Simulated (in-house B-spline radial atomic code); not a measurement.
# Binding energies in Cu³⁺

NIST's tabulated ground configuration is [Ar] 3d8; each binding energy is the energy of the ion with one electron taken from that subshell, relaxed, less that of the parent. Level of theory: Dirac-Hartree-Fock, average of configuration, Fermi nucleus of rms radius 3.8823 fm; calculated with an all-electron radial atomic-structure program (B-spline basis). Energies include first-order Breit, QED and recoil terms.

```tsv
subshell	X-ray name	binding energy (eV)	-ε (eV)	relaxation (eV)
1s	K	9039.6	9100.0	44.2
2s	L1	1161.1	1182.9	20.5
2p1/2	L2	1013.5	1037.1	22.3
2p3/2	L3	993.5	1016.4	22.1
3s	M1	183	187.6	4.4
3p1/2	M2	135.7	140.0	4.2
3p3/2	M3	133	137.2	4.0
3d	M4,5	57.09	60.51	3.43
```

Relaxation = -ε minus the binding energy without Breit, QED and recoil terms.

Emission lines follow as differences of binding energies, with λ = 12398.42 eV·Å / E:

```csv
line,holes,energy (eV),wavelength (Å)
K-L3,1s → 2p3/2,8046.1,1.5409
K-L2,1s → 2p1/2,8026.1,1.5448
K-M3,1s → 3p3/2,8906.6,1.392
L1-M3,2s → 3p3/2,1028.1,12.06
L3-M1,2p3/2 → 3s,810.5,15.297
```

(1) What screening constant σ does Moseley's law, E = (3/4)·13.6057 eV·(Z - σ)², need for K-L3?

(2) What does it cost to remove two 3p3/2 electrons?

(3) What does it cost to remove both a 2p3/2 and a 2p1/2 electron?

(4) What does it cost to remove both a 1s and a 2p3/2 electron?

Results:

(1) σ = 0.92.

(2) 291.14 eV, which is 25.08 eV more than the two single binding energies together.

(3) 2080.3 eV, which is 73.34 eV more than the two single binding energies together.

(4) 10139 eV, which is 106.2 eV more than the two single binding energies together.
